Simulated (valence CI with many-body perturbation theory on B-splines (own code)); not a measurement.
**E1 transitions of Au6+**

Calculated by valence CI with perturbative core correlation (CI+MBPT): five valence electrons over a frozen Dirac-Fock core [Xe] 4f14, a basis of 7 s, 7 p, 8 d, 6 f, 4 g, 1 h functions for each j, with the one-electron correlation potential Σ1 (screened to all orders), the two-electron term Σ2, the three-electron term Σ3, Breit, model QED; selected single and double excitations, second order for the rest, scaled by the run's own slope (own B-spline code, finite nucleus).

No measured spectrum was set against this ion. As an estimate, terms of the open shell hold to 2 to 4 % of their energy, and close levels can change places; different configurations can be misplaced against each other by 1,000 to 8,000 cm⁻¹. Among the levels kept, up to 2100 cm⁻¹ of a level comes from second order outside the variational space, and about a tenth of that is noise between levels of different J, which matters for small intervals. The list stops below the first excitations out of the core.

Lines 201 to 250 of 600 in falling wavelength, among levels below 324750 cm⁻¹, chosen from the strongest by gf and those to the six lowest levels. Wavelengths and rates use the calculated energies, so an error of 2000 cm⁻¹ moves a line at 852.7 Å by 1.7 % and its rate by three times that or more. Electric multipoles are in the length gauge, E1 and E2 with the static RPA response of the core. Weak lines are less certain than strong ones. Lines between different terms over intervals too small for the method are left out, as are lines whose strength nearly cancels. Where a level lies close to another of its J and parity, the split of strength between their lines is uncertain. The highest levels of a list are the least certain.

Levels are named by their leading jj configuration (3d3/2^4 stands for four electrons in 3d with j = 3/2), which in mixed levels can hold well under half, so a name can repeat and another be missing. Letters in brackets count levels of one name in rising energy.

```csv
λ vac (Å),Upper,Lower,A (s⁻¹),log gf,Branch %
852.7,(5d3/2^2 5d5/2^2 6p3/2) J=5/2 [c],(5d3/2^2 5d5/2^2 6s) J=3/2 [a],4.55e+08,-0.53,4.3
852.3,(5d3/2^2 5d5/2^2 6p3/2) J=7/2 [e],(5d3/2^2 5d5/2^2 6s) J=5/2 [c],8.48e+08,-0.13,7.3
852.0,(5d3/2^2 5d5/2^2 6p3/2) J=7/2 [d],(5d3/2^2 5d5/2^2 6s) J=7/2 [c],2.17e+08,-0.72,1.4
851.4,(5d3/2^2 5d5/2^2 6p3/2) J=7/2 [i],(5d3/2^2 5d5/2^2 6s) J=5/2 [e],7.23e+08,-0.20,4.2
850.2,(5d3/2 5d5/2^3 6p1/2) J=11/2 [a],(5d3/2^2 5d5/2^2 6s) J=9/2 [a],4.48e+08,-0.23,6.6
849.7,(5d3/2^2 5d5/2^2 6p3/2) J=11/2 [c],(5d3/2^2 5d5/2^2 6s) J=11/2 [b],1.10e+09,0.15,14.3
848.0,(5d3/2^2 5d5/2^2 6p3/2) J=7/2 [d],(5d3/2^2 5d5/2^2 6s) J=7/2 [b],7.03e+08,-0.22,4.6
848.0,(5d3/2^2 5d5/2^2 6p3/2) J=11/2 [b],(5d3/2^2 5d5/2^2 6s) J=13/2,1.61e+08,-0.68,1.1
847.6,(5d3/2^2 5d5/2^2 6p3/2) J=9/2 [g],(5d3/2^2 5d5/2^2 6s) J=7/2 [e],9.91e+08,0.03,12.2
847.4,(5d3/2^2 5d5/2^2 6p3/2) J=3/2 [h],(5d3/2^2 5d5/2^2 6s) J=5/2 [e],6.65e+08,-0.54,4.3
845.6,(5d3/2^2 5d5/2^2 6p3/2) J=13/2 [a],(5d3/2^2 5d5/2^2 6s) J=13/2,2.04e+08,-0.51,3.7
844.8,(5d3/2 5d5/2^3 6p1/2) J=9/2 [b],(5d3/2^2 5d5/2^2 6s) J=9/2 [a],4.40e+08,-0.33,4.2
843.9,(5d3/2^2 5d5/2^2 6p3/2) J=9/2 [f],(5d3/2^2 5d5/2^2 6s) J=9/2 [c],4.29e+08,-0.34,4.8
843.7,(5d3/2^2 5d5/2^2 6p3/2) J=9/2 [c],(5d3/2^2 5d5/2^2 6s) J=7/2 [b],1.05e+09,0.05,10.3
843.5,(5d3/2 5d5/2^3 6p3/2) J=11/2,(5d3/2^2 5d5/2^2 6s) J=9/2 [d],2.59e+09,0.52,34.4
842.5,(5d3/2 5d5/2^3 6p3/2) J=13/2,(5d3/2 5d5/2^3 6s) J=11/2 [a],2.59e+09,0.59,36.5
841.0,(5d3/2^2 5d5/2^2 6p3/2) J=11/2 [c],(5d3/2^2 5d5/2^2 6s) J=9/2 [c],1.07e+09,0.13,13.9
840.5,(5d3/2^2 5d5/2^2 6p3/2) J=5/2 [e],(5d3/2^2 5d5/2^2 6s) J=3/2 [b],1.34e+09,-0.07,10.6
840.4,(5d3/2^3 5d5/2 6p3/2) J=7/2,(5d3/2^3 5d5/2 6s) J=7/2,1.58e+09,0.13,9.4
840.1,(5d3/2^3 5d5/2 6p3/2) J=9/2,(5d3/2^3 5d5/2 6s) J=7/2,7.98e+08,-0.07,4.1
839.4,(5d3/2 5d5/2^3 6p1/2) J=7/2 [d],(5d3/2^2 5d5/2^2 6s) J=7/2 [e],2.35e+08,-0.70,2.7
839.4,(5d3/2^2 5d5/2^2 6p3/2) J=5/2 [j],(5d3/2^2 5d5/2^2 6s) J=5/2 [e],3.83e+08,-0.61,2.9
839.3,(5d3/2^2 5d5/2^2 6p3/2) J=9/2 [g],(5d3/2^2 5d5/2^2 6s) J=7/2 [d],4.72e+08,-0.30,5.8
838.7,(5d3/2^2 5d5/2^2 6p3/2) J=3/2 [g],(5d3/2^2 5d5/2^2 6s) J=3/2 [c],5.85e+08,-0.61,7.6
838.3,(5d3/2^2 5d5/2^2 6p3/2) J=7/2 [f],(5d3/2^2 5d5/2^2 6s) J=5/2 [c],2.69e+08,-0.64,2.9
838.0,(5d3/2^2 5d5/2^2 6p3/2) J=5/2 [d],(5d3/2^2 5d5/2^2 6s) J=5/2 [b],4.62e+08,-0.53,4.9
837.8,(5d3/2^2 5d5/2^2 6p3/2) J=9/2 [e],(5d3/2^2 5d5/2^2 6s) J=9/2 [b],8.23e+08,-0.06,4.7
836.4,(5d3/2^2 5d5/2^2 6p3/2) J=7/2 [e],(5d3/2^2 5d5/2^2 6s) J=7/2 [c],5.57e+08,-0.33,4.8
834.4,(5d3/2^2 5d5/2^2 6p3/2) J=3/2 [f],(5d3/2^2 5d5/2^2 6s) J=1/2 [b],1.01e+09,-0.38,6.1
833.8,(5d3/2^2 5d5/2^2 6p3/2) J=9/2 [j],(5d3/2 5d5/2^3 6s) J=7/2 [a],5.97e+08,-0.21,4.4
833.4,(5d3/2^2 5d5/2^2 6p3/2) J=11/2 [d],(5d3/2^2 5d5/2^2 6s) J=11/2 [b],5.80e+08,-0.14,2.3
832.9,(5d3/2^2 5d5/2^2 6p3/2) J=3/2 [a],(5d3/2^3 5d5/2 6s) J=3/2 [b],5.73e+08,-0.62,5.2
832.4,(5d3/2^3 5d5/2 6p3/2) J=5/2 [c],(5d3/2^3 5d5/2 6s) J=5/2,4.68e+08,-0.54,3.1
831.6,(5d3/2 5d5/2^3 6p3/2) J=5/2,(5d3/2 5d5/2^3 6s) J=7/2 [a],7.74e+08,-0.32,4.5
831.2,(5d3/2^2 5d5/2^2 6p3/2) J=15/2,(5d3/2^2 5d5/2^2 6s) J=13/2,3.26e+09,0.73,91.1
831.1,(5d3/2^2 5d5/2^2 6p3/2) J=3/2 [c],(5d3/2^2 5d5/2^2 6s) J=5/2 [b],1.68e+09,-0.16,11.5
830.9,(5d3/2^2 5d5/2^2 6p3/2) J=7/2 [j],(5d3/2^2 5d5/2^2 6s) J=9/2 [d],2.65e+08,-0.66,2.1
830.5,(5d3/2^2 5d5/2^2 6p3/2) J=9/2 [b],(5d3/2^2 5d5/2^2 6s) J=9/2 [a],2.84e+08,-0.53,1.9
829.6,(5d3/2^2 5d5/2^2 6p3/2) J=11/2 [a],(5d3/2^2 5d5/2^2 6s) J=9/2 [a],1.52e+09,0.27,24.1
829.0,(5d3/2^2 5d5/2^2 6p3/2) J=9/2 [h],(5d3/2^2 5d5/2^2 6s) J=7/2 [d],1.82e+09,0.27,19.4
828.4,(5d3/2^2 5d5/2^2 6p3/2) J=9/2 [g],(5d3/2^2 5d5/2^2 6s) J=9/2 [c],7.59e+08,-0.11,9.3
828.4,(5d3/2^2 5d5/2^2 6p3/2) J=1/2 [c],(5d3/2^2 5d5/2^2 6s) J=3/2 [c],1.75e+09,-0.44,10.8
826.9,(5d3/2^2 5d5/2^2 6p3/2) J=13/2 [b],(5d3/2^2 5d5/2^2 6s) J=13/2,1.43e+09,0.31,10.8
826.5,(5d3/2^2 5d5/2^2 6p3/2) J=9/2 [h],(5d3/2^2 5d5/2^2 6s) J=11/2 [b],4.81e+08,-0.31,5.1
826.5,(5d3/2^2 5d5/2^2 6p3/2) J=7/2 [g],(5d3/2^2 5d5/2^2 6s) J=9/2 [b],8.43e+08,-0.16,4.0
826.5,(5d3/2^2 5d5/2^2 6p3/2) J=3/2 [j],(5d3/2^2 5d5/2^2 6s) J=5/2 [e],4.89e+08,-0.70,4.2
826.3,(5d3/2^3 5d5/2 6p3/2) J=11/2,(5d3/2^3 5d5/2 6s) J=9/2,3.07e+09,0.58,45.0
825.2,(5d3/2^2 5d5/2^2 6p3/2) J=7/2 [h],(5d3/2^2 5d5/2^2 6s) J=5/2 [d],2.49e+09,0.31,25.9
825.1,(5d3/2^2 5d5/2^2 6p3/2) J=11/2 [d],(5d3/2^2 5d5/2^2 6s) J=9/2 [c],1.68e+09,0.31,6.8
824.9,(5d3/2^2 5d5/2^2 6p3/2) J=5/2 [f],(5d3/2^2 5d5/2^2 6s) J=3/2 [b],8.66e+08,-0.28,5.2
```

**Question.** How does gf follow from A for the line at 843.9 Å?

**Answer.** gf = 1.4992 × (2J+1)_upper × A / σ², with σ = 118495 cm⁻¹ and 2J+1 = 10: gf = 0.458.
